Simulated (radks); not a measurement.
Results of a calculation; reference values are marked as such.
Species: Dy2+. Configuration: [Xe] 4f10 (the NIST ground configuration). Code: a radial shooting solver on a logarithmic mesh with Libxc functionals. Model: scalar-relativistic Kohn-Sham, revPBE, spin-polarised, spherical densities, point nucleus; open shells are filled with parallel spins first (spin-orbit coupling, left out, can overturn this in heavy ions).

Unscreened Slater integrals over Kohn-Sham orbitals (hartree). They are taken over the spin-up orbitals.

integral     value
F0(4f,4f)   1.1066
F2(4f,4f)  0.51168
F4(4f,4f)  0.31836
F6(4f,4f)  0.22831
F0(4f,5p)  0.70535
F2(4f,5p)  0.24361
G2(4f,5p)  0.13386
G4(4f,5p)  0.10128
F0(4f,5s)  0.79883
G3(4f,5s)  0.15535
F0(5p,5p)  0.59104
F2(5p,5p)  0.31766
F0(5p,5s)  0.63561
G1(5p,5s)  0.42257
F0(5s,5s)  0.69491

Derived for the open shells (J is the average intra-shell exchange parameter used in DFT+U). 4f: F4/F2 = 0.622, F6/F2 = 0.446, J = (286 F2 + 195 F4 + 250 F6)/6435 = 0.04126 hartree.
